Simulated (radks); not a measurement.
All-electron atom: Te II in [Kr] 4d9 5s2 5p4 (not the ground configuration). All-electron calculation, scalar-relativistic Kohn-Sham, PBE, spin-unpolarised, spherical densities, point nucleus. Program: a radial shooting solver on a logarithmic mesh with Libxc functionals.

Normalised radial functions P(r) = r R(r), r in bohr:

r             3d       4p       4d
0.001472  0.0000   0.0023   0.0000
0.0017    0.0000   0.0030   0.0000
0.001963  0.0000   0.0038   0.0000
0.002267  0.0001   0.0049   0.0000
0.002618  0.0001   0.0063   0.0000
0.003024  0.0001   0.0082   0.0001
0.003464  0.0002   0.0104   0.0001
0.004001  0.0003   0.0133   0.0001
0.004621  0.0005   0.0171   0.0002
0.005336  0.0007   0.0220   0.0003
0.006163  0.0011   0.0282   0.0005
0.007117  0.0016   0.0360   0.0007
0.008154  0.0024   0.0453   0.0010
0.009417  0.0035   0.0576   0.0015
0.01088   0.0052   0.0728   0.0022
0.01256   0.0077   0.0916   0.0032
0.01451   0.0114   0.1145   0.0047
0.01675   0.0167   0.1421   0.0069
0.01919   0.0239   0.1727   0.0099
0.02217   0.0348   0.2101   0.0144
0.0256    0.0502   0.2524   0.0209
0.02956   0.0720   0.2987   0.0299
0.03414   0.1023   0.3470   0.0424
0.03912   0.1412   0.3917   0.0585
0.04517   0.1965   0.4338   0.0812
0.05217   0.2697   0.4645   0.1112
0.06025   0.3647   0.4762   0.1499
0.06958   0.4848   0.4603   0.1984
0.08036   0.6321   0.4082   0.2570
0.09207   0.7960   0.3198   0.3209
0.1063    0.9923   0.1823   0.3951
0.1228    1.2039   0.0039   0.4708
0.1418    1.4168  -0.2020   0.5399
0.1638    1.6123  -0.4111   0.5911
0.1891    1.7674  -0.5899   0.6107
0.2167    1.8557  -0.6960   0.5874
0.2503    1.8684  -0.7068   0.5062
0.289     1.7880  -0.5894   0.3600
0.3338    1.6171  -0.3411   0.1504
0.3855    1.3736   0.0124  -0.1099
0.4417    1.1045   0.3954  -0.3800
0.5101    0.8136   0.7861  -0.6601
0.5891    0.5505   1.0922  -0.8983
0.6803    0.3384   1.2592  -1.0610
0.7857    0.1867   1.2668  -1.1273
0.9074    0.0912   1.1347  -1.0949
1.04      0.0409   0.9261  -0.9882
1.201     0.0151   0.6740  -0.8221
1.387     0.0047   0.4405  -0.6337
1.601     0.0012   0.2575  -0.4522
1.849     0.0002   0.1335  -0.2976
2.136     0.0000   0.0606  -0.1793
2.447     0.0000   0.0251  -0.1014
2.826     0.0000   0.0084  -0.0498
3.263     0.0000   0.0023  -0.0215
3.769     0.0000   0.0005  -0.0081
4.353     0.0000   0.0001  -0.0026
5.027     0.0000   0.0000  -0.0007
5.759     0.0000   0.0000  -0.0002
6.651     0.0000   0.0000  0.0000
7.681     0.0000   0.0000  0.0000

3d: eigenvalue -578.41 eV, 0 radial nodes, <r> = 0.297 bohr, 90 % of the charge inside 0.466 bohr. 4p: eigenvalue -130.85 eV, 2 radial nodes at r = 0.123, 0.384 bohr, <r> = 0.815 bohr, 90 % of the charge inside 1.19 bohr. 4d: eigenvalue -57.233 eV, 1 radial node at r = 0.364 bohr, <r> = 0.950 bohr, 90 % of the charge inside 1.45 bohr.
